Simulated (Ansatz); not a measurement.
C$_{3}$H$_{8}$AlF, SMILES `CC[CH2][AlH][F]`. Total charge 0; spin multiplicity 1. All single points use the PBE0-D4/def2-TZVP geometry. It is one conformer, not always the lowest.

```xyz
13

C    -0.758    1.276   -1.255
C    -0.667    0.074   -0.328
C     0.701   -0.070    0.339
Al    0.884   -1.591    1.540
F     2.333   -1.826    2.303
H    -0.566    2.204   -0.710
H    -0.015    1.207   -2.056
H    -1.744    1.357   -1.719
H    -1.449    0.151    0.436
H    -0.905   -0.834   -0.894
H     0.945    0.842    0.901
H     1.488   -0.140   -0.424
H    -0.247   -2.649    1.866
```

Task: What is the dipole moment at r2SCAN/def2-TZVPP? (Best estimate.)

Result: The calculation gave: 1.85 D, with components (-1.17, 0.88, -1.13) D in this frame, pointing from negative to positive charge.

Task: And with PBE, B3LYP, ωB97M-V? (Estimate.)

Result: The calculation gave: PBE 1.86 D, B3LYP 1.88 D, ωB97M-V 1.84 D.

Task: Give the Mulliken charges with r2SCAN, PBE, ωB97M-V in def2-TZVPP. (Estimate.)

Result: The calculation gave: 
| atom | r2SCAN | PBE | ωB97M-V |
| --- | --- | --- | --- |
| C1 | -0.15 | -0.25 | -0.30 |
| C2 | 0.04 | -0.08 | -0.15 |
| C3 | -0.29 | -0.27 | -0.39 |
| Al4 | 0.68 | 0.54 | 0.63 |
| F5 | -0.37 | -0.32 | -0.35 |
| H6 | 0.04 | 0.07 | 0.09 |
| H7 | 0.04 | 0.07 | 0.09 |
| H8 | 0.04 | 0.08 | 0.10 |
| H9 | 0.02 | 0.06 | 0.09 |
| H10 | 0.02 | 0.06 | 0.09 |
| H11 | 0.05 | 0.07 | 0.11 |
| H12 | 0.05 | 0.07 | 0.11 |
| H13 | -0.15 | -0.12 | -0.11 |

B3LYP here is the variant with VWN-RPA as its local correlation; programs differ in this.

Computed with Ansatz.
